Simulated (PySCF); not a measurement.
C3H10Si3, SMILES [SiH2]1[SiH2]C(C=C)[SiH2]1. Atoms are numbered in the order given.

```xyz
16

C      3.3377     0.3434     0.0000
C      2.1784    -0.3267     0.0000
C      0.8143     0.2764     0.0000
Si    -0.3842    -0.1732    -1.4433
Si    -2.2160     0.2136     0.0000
Si    -0.3842    -0.1732     1.4433
H      3.3668     1.4381     0.0000
H      4.2970    -0.1803     0.0000
H      2.2091    -1.4245     0.0000
H      0.8786     1.3816     0.0000
H     -0.2662    -1.6298    -1.7537
H     -0.1761     0.6092    -2.6973
H     -3.3874    -0.7070     0.0000
H     -2.6800     1.6330     0.0000
H     -0.1761     0.6092     2.6973
H     -0.2662    -1.6298     1.7537
```
Charge 0, spin multiplicity 1.

Coordinates come from a B3LYP-D3(BJ)/def2-SVP optimisation. The structure was generated by enumeration, and PubChem lists no compound with its InChIKey, so it may never have been made. One conformer was computed; it need not be the lowest.

The numbers are results of PySCF with PBE/def2-TZVP, not measurements.

Isolated molecule, no solvent.

### Question
Estimate the frontier levels, gap, dipole moment. (The exact figures need the calculation; the answer reports its results.)

### Answer

highest occupied level: -5.84 eV
lowest empty level: -1.39 eV
orbital gap: 4.44 eV
dipole moment: 0.32 D
quadrupole, principal values (traceless, Buckingham form, about the centre of nuclear charge): -2.81, -0.04, 2.85 D·Å
